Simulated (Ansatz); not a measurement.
**TiF, quartet: energies of several shapes or isomers**

Computed with Ansatz's Gaussian-basis code (development build). Basis def2-SVP, nonrelativistic, 6 orbitals frozen in the corrections; active space CAS(11,8). Restricted Hartree–Fock, then the lowest state-specific CASSCF solution met for each case. A minimal or small basis: far from the basis limit. Single-reference values can break down or jump between states where bonds are stretched. Solutions in different active orbitals can move differences by tenths of an eV and at times more than 1 eV.

Case A: bond length 2.7465 Å. A bond is stretched, to 1.27 times the sum of the covalent radii.

Case B: bond length 1.8310 Å.

Energy less that of case A, in eV:

| case | RHF/ROHF | CASSCF |
| --- | --- | --- |
| B | -2.614 | -2.759 |

**Question.** What does SC-NEVPT2 give for these differences?

**Answer.** B: -3.178 eV (-73.3 kcal/mol).
